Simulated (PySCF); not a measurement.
difluoromethyl(methyl)silane (C2H6F2Si), SMILES C[SiH2]C(F)F. Atoms are numbered in the order given.

```xyz
11

C     -0.9623    -1.7557     0.0000
Si     0.7062    -0.8990     0.0000
C      0.3726     0.9970     0.0000
F     -0.3722     1.3162    -1.1085
F     -0.3722     1.3162     1.1085
H     -1.5362    -1.4582     0.8913
H     -0.8572    -2.8515     0.0000
H     -1.5362    -1.4582    -0.8913
H      1.5073    -1.2182    -1.2163
H      1.5073    -1.2182     1.2163
H      1.2648     1.6509     0.0000
```
Charge 0, spin multiplicity 1.

Geometry: B3LYP-D3(BJ)/def2-SVP. The values are those of a single conformer.

Two levels are set side by side: PBE/pcSseg-1 (PySCF) and HF/pcSseg-1 (PySCF). GIAO shifts against CFCl3 (¹⁹F), TMS (²⁹Si), TMS (¹H), TMS (¹³C) at the same level; non-relativistic, no solvent, atoms listed together averaged. Differences are taken from unrounded values.

```
quantity                    HF
----------------------  ------
δ(¹³C) of C1 (ppm)        -8.6
δ(²⁹Si) of Si2 (ppm)     -35.2
δ(¹³C) of C3 (ppm)       112.2
δ(¹⁹F) of F4, F5 (ppm)  -131.1
δ(¹H) of H9, H10 (ppm)    4.13
δ(¹H) of H11 (ppm)        6.01
```

**Question.** What does PBE give, and how far is it from HF? (Estimate from the structure and the level; the computed values follow.)

**Answer.** 
```csv
quantity,PBE,PBE minus HF
δ(¹³C) of C1 (ppm),-11.5,-2.9
δ(²⁹Si) of Si2 (ppm),-45.7,-10.5
δ(¹³C) of C3 (ppm),133.2,21.0
"δ(¹⁹F) of F4, F5 (ppm)",-166.4,-35.3
"δ(¹H) of H9, H10 (ppm)",4.39,0.26
δ(¹H) of H11 (ppm),6.90,0.90
```

Rough cost on one machine, each run with all the roots and properties that it gave: HF against PBE within a factor of 2.
